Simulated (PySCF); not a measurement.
A calculated (LDA, PySCF 2.14, x2c-TZVPall, scalar relativity by spin-free X2C-1e) atom or ion has these occupied shells.

```
shell  electrons  orbital energy (eV)  rms radius, mean of both spins (bohr)
 1s α          1              -5901.4                                 0.0735
 1s β          1              -5901.4                                 0.0735
 2s α          1              -706.27                                  0.319
 2s β          1              -704.88                                  0.319
 2p α          3              -601.02                                  0.289
 2p β          3              -599.92                                  0.289
 3s α          1              -113.56                                  0.955
 3s β          1              -110.28                                  0.955
 3p α          3              -84.916                                   1.02
 3p β          3              -81.707                                   1.02
 3d α          3              -40.700                                   1.22
```

(1) Name the element and its charge.

Results:

(1) Cr³⁺ (chromium, charge +3), in [Ar] 3d3, high-spin 4F determinant.
